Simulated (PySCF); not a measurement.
## MBe for M along the chalcogens

PBE0 with triple-zeta basis sets in PySCF, for the lowest determinant that a PBE0 search found; no spin–orbit coupling. De refers to high-spin ground-configuration atoms. A positive dipole means M(−)Be(+).

| M | basis | state (unpaired electrons) | Re (Å) | ωe (cm⁻¹) | De (eV) | μ (D) |
| --- | --- | --- | --- | --- | --- | --- |
| O | x2c-TZVPPall | singlet (closed shell) | 1.324 | 1547 | 4.42 | 6.25 |
| S | x2c-TZVPPall | singlet (closed shell) | 1.742 | 1017 | 3.41 | 5.27 |
| Se | def2-TZVPP | singlet (closed shell) | 1.868 | 860 | 2.94 | 4.98 |

The shortest bond is that of BeO (1.324 Å), the longest that of BeSe (1.868 Å). BeO is bound most strongly (4.42 eV) and BeSe least (2.94 eV).

The rows differ in basis set, which adds steps of its own.

Down a group the atoms grow and get heavier, so bonds lengthen and wavenumbers fall; this series shows no clear exception.
